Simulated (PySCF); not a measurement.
These 2 structures share the formula C3H11Ge2N. Method: PBE0-D3(BJ)/def2-SVP geometry optimisation, gas phase in PySCF. One conformer each; no zero-point energy, no entropy. No frequencies were run at this level. Point groups hold within 0.08 Å.

Question: Rank from lowest to highest electronic energy at this level (kcal/mol).
A. `[GeH3:1][NH:2][GeH2:3][CH:4]1[CH2:5][CH2:6]1` with Ge1–N2–Ge3–C4 -95°, N2–Ge3–C4–C5 -83°
B. `[CH2:1]=[C:2]([CH3:3])[GeH2:4][NH:5][GeH3:6]` with C1–C2–Ge4–N5 -4°, C2–Ge4–N5–Ge6 -81°

Answer: B (0.0), A (2.9).

As drawn, the lower has a C=C bond outside aromatic rings, which the higher lacks; the higher has a three-membered ring, which the lower lacks.

```
                  SMILES       E (Eh)  E rel (kcal/mol)  dipole (D)  point group       A, B, C (MHz)
C=[C](C)[GeH2][NH][GeH3]  -4328.30661               0.0        0.74           C1  2972, 687.3, 598.7
[GeH3][NH][GeH2][CH]1CC1  -4328.30205               2.9        1.15           C1  4190, 577.3, 543.2
```

Question: How do the relative energies change in single points at wB97X-D/def2-SVPD (no added dispersion term) on the same geometries?

Answer: 
| SMILES | PBE0-D3(BJ)/def2-SVP (kcal/mol) | wB97X-D/def2-SVPD (kcal/mol) | shift |
| --- | --- | --- | --- |
| C=[C](C)[GeH2][NH][GeH3] | 0.0 | 0.0 | 0.0 |
| [GeH3][NH][GeH2][CH]1CC1 | 2.9 | 3.7 | +0.8 |

Each column counts from its own lowest isomer. The order is unchanged; the largest shift is 0.8 kcal/mol.
